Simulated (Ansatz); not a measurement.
Consider the formal exchange of groups at a C–Si bond: `N#C[Si](C#N)(C#N)C#N` + `[CH3][GaH][Cl]` → `[CH3][Ga]([Cl])[C]#N` + `N#C[SiH](C#N)C#N`.

Isolated molecules relaxed with PBE0-D4/def2-TZVP in Ansatz; ΔE leaves out vibrations. CBS: MP2 limit from def2 TZ/QZ plus the TZ coupled-cluster correction, frozen cores. DFT in def2-TZVPP. B3LYP here is the variant with VWN-RPA as its local correlation; programs differ in this. HSE06 is defined as in plane-wave codes. For Ga outer-core shells are correlated without core-valence functions, which leaves a few kJ/mol of doubt a bond. Scalar relativity is left out up to krypton.

```csv
level,ΔE (kcal/mol),difference from CCSD(T)/CBS
LDA (SPW92),-8.0,2.0
PBE-D4,-8.1,1.9
revPBE-D4,-7.6,2.4
BLYP-D4,-7.9,2.1
r2SCAN-D4,-8.8,1.2
B97M-V,-5.9,4.1
B3LYP-D4,-9.0,1.0
r2SCAN0-D4,-9.9,0.1
HSE06-D4,-9.4,0.6
BHLYP-D4,-10.5,-0.5
CAM-B3LYP-D4,-9.8,0.2
ωB97X-V,-10.3,-0.3
ωB97M-V,-9.8,0.2
B2PLYP,-9.7,0.3
PBE-QIDH,-10.3,-0.3
PBE,-8.6,1.4
revPBE,-8.8,1.2
BLYP,-8.8,1.2
r2SCAN,-9.0,1.0
PBE0,-9.8,0.2
B3LYP,-9.6,0.4
r2SCANh,-9.4,0.6
r2SCAN0,-10.1,-0.1
HSE06,-9.8,0.2
LC-ωPBE,-10.7,-0.7
RPA@PBE/def2-TZVPP,-10.3,-0.3
HF/def2-SVP,-12.9,-2.9
MP2/def2-SVP,-10.2,-0.2
CCSD(T)/def2-SVP,-10.9,-0.9
HF/def2-TZVPP,-13.2,-3.2
MP2/def2-TZVPP,-9.8,0.2
SCS-MP2/def2-TZVPP,-10.1,-0.1
CCSD/def2-TZVPP,-11.1,-1.1
CCSD(T)/def2-TZVPP,-10.6,-0.6
HF/def2-QZVPP,-13.0,-3.0
MP2/def2-QZVPP,-9.4,0.6
SCS-MP2/def2-QZVPP,-9.7,0.3
HF/CBS(def2),-13.0,-3.0
MP2/CBS(def2),-9.2,0.8
CCSD/CBS(def2),-10.5,-0.5
CCSD(T)/CBS,-10.0,0
```

Largest T1 diagnostic among the species: 0.015.

In def2-TZVPP, CCSD(T) changes the Hartree–Fock value by +2.6 kcal/mol (the triples alone add +0.5 kcal/mol) and MP2 by +3.3 kcal/mol. From BLYP to BHLYP (50 % exact exchange), in def2-TZVPP and without D4, ΔE moves by −2.1 kcal/mol.
